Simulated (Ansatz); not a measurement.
Frontier orbitals of C$_{5}$H$_{14}$GaNO, SMILES `C[CH2][Ga]([O]C)[N](C)C`.

Charge 0, multiplicity 1. Correlated methods include outer-core shells of Ga, which these sets cover unevenly. Scalar relativity is left out up to krypton. All single points use the PBE0-D4/def2-TZVP geometry. It is one conformer, not always the lowest. Basis def2-TZVPP, the Gaussian-basis code of Ansatz.

| functional | HOMO (eV) | LUMO (eV) | gap (eV) |
| --- | --- | --- | --- |
| PBE | -4.89 | -0.59 | 4.30 |
| revPBE | -4.82 | -0.47 | 4.35 |
| r2SCAN | -5.11 | -0.31 | 4.80 |
| PBE0 | -6.15 | 0.20 | 6.35 |
| r2SCANh | -5.59 | -0.04 | 5.55 |
| r2SCAN0 | -6.32 | 0.36 | 6.68 |
| HSE06 (plane-wave form) | -5.75 | -0.17 | 5.58 |
| ωB97M-V | -8.45 | 1.77 | 10.22 |

From PBE to PBE0 the HOMO moves by −1.26 eV and the LUMO by +0.79 eV, and with ωB97M-V by −3.57 and +2.36 eV, so the gap grows from 4.29 to 10.22 eV with exact exchange. A positive LUMO is unbound and depends on the basis.
